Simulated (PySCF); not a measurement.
Species: `CC#CC[Si@@H](C)OC`. The columns A, B, C and D hold Mulliken, IAO, Hirshfeld and ESP-fitted charges (e) of one PBE0/pcSseg-1 density (PySCF), in a shuffled order. Coordinates in Å (GFN2-xTB); the density's dipole moment is (-0.92, -0.15, -0.94) D.

```
atom       x       y       z       A       B       C       D
  C1   4.093  -0.347  -0.780  -0.433  -0.101  -0.524  -0.191
  C2   2.835  -0.288  -0.063  -0.082  -0.072  -0.004  -0.320
  C3   1.799  -0.236   0.537  -0.073  -0.070  -0.021  -0.084
  C4   0.546  -0.166   1.248  -0.567  -0.149  -0.771  -0.472
 Si5  -0.886   0.318   0.091  +1.168  +0.432  +0.978  +0.991
  C6  -1.196  -1.015  -1.231  -0.746  -0.219  -0.688  -0.655
  O7  -2.120   0.444   1.150  -0.640  -0.230  -0.460  -0.643
  C8  -3.457   0.725   0.868  -0.196  -0.034  -0.118  -0.005
  H9   3.917  -0.588  -1.829  +0.165  +0.055  +0.179  +0.141
 H10   4.739  -1.112  -0.347  +0.167  +0.056  +0.181  +0.143
 H11   4.601   0.616  -0.723  +0.168  +0.057  +0.180  +0.143
 H12   0.349  -1.135   1.712  +0.174  +0.055  +0.250  +0.167
 H13   0.636   0.565   2.053  +0.178  +0.056  +0.244  +0.169
 H14  -0.636   1.604  -0.579  -0.165  -0.090  -0.188  -0.115
 H15  -1.953  -0.705  -1.946  +0.153  +0.040  +0.149  +0.135
 H16  -0.291  -1.233  -1.787  +0.167  +0.043  +0.160  +0.149
 H17  -1.534  -1.945  -0.779  +0.155  +0.042  +0.174  +0.139
 H18  -3.563   1.742   0.481  +0.129  +0.041  +0.081  +0.097
 H19  -3.856   0.028   0.128  +0.125  +0.040  +0.084  +0.094
 H20  -4.026   0.631   1.793  +0.153  +0.049  +0.113  +0.118
```

Question: Which column most likely holds the ESP-fitted charges?

Answer: C. Σ q r misses the density's dipole by 0.05 D (C), 0.62 D (B), 1.24 D (A), 1.78 D (D). Charges fitted to the outside potential are the only set here that is tied to the molecule's multipoles.

Question: And the Hirshfeld charges?

Answer: B. The mean sizes are 0.096 e (B), 0.249 e (D), 0.277 e (C), 0.290 e (A), and Hirshfeld charges are commonly the smallest of these schemes.

As computed, A = IAO, B = Hirshfeld, C = ESP-fitted, D = Mulliken. Hydrogens on carbon: IAO +0.12 to +0.18, Hirshfeld +0.04 to +0.06, ESP-fitted +0.08 to +0.25, Mulliken +0.09 to +0.17 e.

The Hirshfeld scheme weights the molecular density at each point by an atom's share of the summed free-atom densities. The ESP scheme is a least-squares fit of atom-centred charges to the potential on four shells outside the van der Waals surface, with the total charge fixed.

The structure is a single GFN2-xTB conformer in the gas phase; no vibrational or solvent corrections.

Shape of the structure used: `[CH3:1][C:2]#[C:3][CH2:4][Si@@H:5]([CH3:6])[O:7][CH3:8]`: C3–C4–Si5–C6 65°, C4–Si5–O7–C8 -177°.
